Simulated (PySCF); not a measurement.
C2H10GeSi.
Numbering: `[CH3:1][CH2:2][SiH2:3][GeH3:4]` (hydrogens: H5, H6, H7 on C1; H8, H9 on C2; H10, H11 on Si3; H12, H13, H14 on Ge4)

Computed with PySCF, PBE0-D3(BJ)/def2-SVP geometry optimisation, gas phase.

(1) Give the optimised bond lengths and angles.

Answers

(1) 
| bond | length (Å) |
| --- | --- |
| C1–C2 | 1.525 |
| C2–Si3 | 1.892 |
| Si3–Ge4 | 2.393 |
| C1–H5, C1–H6, C1–H7 | 1.102 |
| C2–H8, C2–H9 | 1.104 |
| Si3–H10, Si3–H11 | 1.498 |
| Ge4–H12, Ge4–H13, Ge4–H14 | 1.542 |

Bonds in one row agree within 0.01 Å and their mean is given. A selection of angles:
| angle | degrees |
| --- | --- |
| C2–C1–H5 | 111.6 |
| H5–C1–H6 | 107.3 |
| C1–C2–Si3 | 114.2 |
| C1–C2–H8 | 110.7 |
| Si3–C2–H8 | 107.8 |
| H8–C2–H9 | 105.8 |
| C2–Si3–Ge4 | 111.1 |
| C2–Si3–H10 | 109.8 |
| Ge4–Si3–H10 | 108.8 |
| H10–Si3–H11 | 107.9 |
| Si3–Ge4–H12 | 112.0 |
| H12–Ge4–H13 | 107.9 |

Torsions: C1–C2–Si3–Ge4 -63° (synclinal). The mirror-image conformer, all signs reversed, is as good.

Ge4 (germanium bonded to Si and 3 H) is tetrahedral (angles from 107.5° to 112.0°). Si3 (SiH2 silicon) is tetrahedral (angles from 107.9° to 111.1°).

Point group: C1 (no symmetry element, even within 0.4 Å). No frequency check. One conformer, not necessarily the lowest.
